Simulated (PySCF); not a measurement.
# One molecule, several mistakes: AlCH3O

Calculated results; nothing here was measured. The program is PySCF 2.14.0, an open-source quantum chemistry code, run on an isolated molecule that a program drew, which may never have been made. The molecule is AlCH3O (charge 0, singlet), drawn as the SMILES string `[CH3][Al]=[O]`.

Each row is a Hartree-Fock (HF) and frozen-core CCSD(T) single point in the cc-pV(D+d)Z basis, meant for a local HF minimum. Run 1 is clean. Each other run has one planted mistake out of seven kinds, and not every kind appears here: one electron removed, one electron added, multiplicity raised by two, geometry at a saddle point, minimal basis STO-3G, one bond length entered in bohr, all coordinates scaled. The reference is restricted for singlets and unrestricted otherwise, and also for a bond in bohr. Adding or removing an electron swaps singlet and doublet. Electrons count all cores. HOMO and LUMO are orbital energies over both spins, the gradient is its largest component, and the lowest frequency (negative if imaginary) is given only where the gradient is small. Bond lengths are over the 5 bonds as drawn. T1 is the CCSD diagnostic: over 0.02 (restricted) or 0.045 (unrestricted) a single reference is doubtful.

Geometry of the clean run:
```xyz
6
AlCH3O, angstrom
C     0.4516   -0.2365   -3.0237
Al   -1.2220    0.1416   -2.1155
O    -2.5789    0.4482   -1.3793
H     0.9759   -1.0603   -2.5331
H     0.2682   -0.5152   -4.0643
H     1.1012    0.6422   -3.0111
```

```
run  electrons  basis functions  <S^2>  HOMO (eV)  LUMO (eV)  gradient (hartree/bohr)  lowest frequency (cm^-1)  mean bond (Å)  longest bond (Å)      T1  HF (hartree)  CCSD(T) (hartree)                          mistake
  1         30               66  0.000     -10.56       1.66                  1.5e-05                       199         1.3587             1.941  0.0272    -356.38046         -356.81738                         no fault
  2         30               66  2.010      -5.54       0.43                  1.2e-01                         -         1.3587             1.941  0.0148    -356.29049         -356.67235       multiplicity raised by two
  3         31               66  0.884       0.56       7.43                  3.0e-02                         -         1.3587             1.941  0.0330    -356.33749         -356.78726               one electron added
  4         30               66  1.229      -7.75       1.35                  1.3e-02                         -         1.6388             2.974  0.0466    -356.25753         -356.63568  one bond length entered in bohr
  5         30               66  0.000     -10.97       1.97                  1.3e-01                         -         1.2623             1.803  0.0231    -356.34473         -356.76791           all coordinates scaled
  6         30               22  0.000      -6.06       9.87                  2.1e-02                         -         1.3587             1.941  0.0365    -351.93987         -352.14642                                ?
```

**Which mistake was planted in run 6, and what did it cost?**

It has 22 basis functions where the clean run has 66, with the same electrons and geometry. So the mistake is: minimal basis STO-3G. Subtracting run 1 and multiplying by 627.51 kcal/mol a hartree, the energy moved by 2786.5 kcal/mol in HF and 2931.1 kcal/mol in CCSD(T).

Cautions from the logs. Run 1: T1 is over the limit, so its CCSD(T) energy is less reliable; run 3: the HOMO is above zero, so the electron isn't bound and the energy depends on the basis; run 4: T1 is over the limit, so its CCSD(T) energy is less reliable; run 5: T1 is over the limit, so its CCSD(T) energy is less reliable; run 6: T1 is over the limit, so its CCSD(T) energy is less reliable.
